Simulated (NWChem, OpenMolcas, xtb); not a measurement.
**Cu2 (SMILES [Cu][Cu]): the HOMO–LUMO gap, rung by rung**

Cu2: 2 atoms, total charge 0, spin state singlet. As SMILES, `[Cu][Cu]`. The bond length is the measured one.

```xyz
2

Cu    0.0000    0.0000    0.0000
Cu    0.0000    0.0000    2.2197
```

Each level gives the HOMO–LUMO gap (eV). The values are calculated.

| level | kind | program | value (eV) | CPU time |
| --- | --- | --- | --- | --- |
| GFN2-xTB | semi-empirical | xtb | 5.67 | under 2 s |
| HF/def2-SVPD | Hartree–Fock | OpenMolcas | 6.69 | 4.5 s |
| SVWN5/def2-SVPD | LDA | OpenMolcas | 1.42 | 7.6 s |
| revPBE/def2-SVPD | GGA | OpenMolcas | 1.38 | 8.6 s |
| M06-L/def2-SVPD | meta-GGA | NWChem | 2.01 | 74 s |
| r2SCAN/def2-SVPD | meta-GGA | OpenMolcas | 1.68 | 9.7 s |
| M06-2X/def2-SVPD | hybrid meta-GGA | OpenMolcas | 4.56 | 9.7 s |
| CAM-B3LYP/def2-SVPD | range-separated hybrid | NWChem | 5.32 | 68 s |
| B2PLYP/def2-SVPD | double hybrid | OpenMolcas | 4.77 | 5.9 s |

The values span 1.38 to 6.69 eV. Orbital gaps aren't excitation energies, and those of double hybrids come from the SCF part alone; they tend to grow with the share of exact exchange. CPU times are rough (shared hosts, several kinds of processor): they show what a rung costs within a factor of a few.
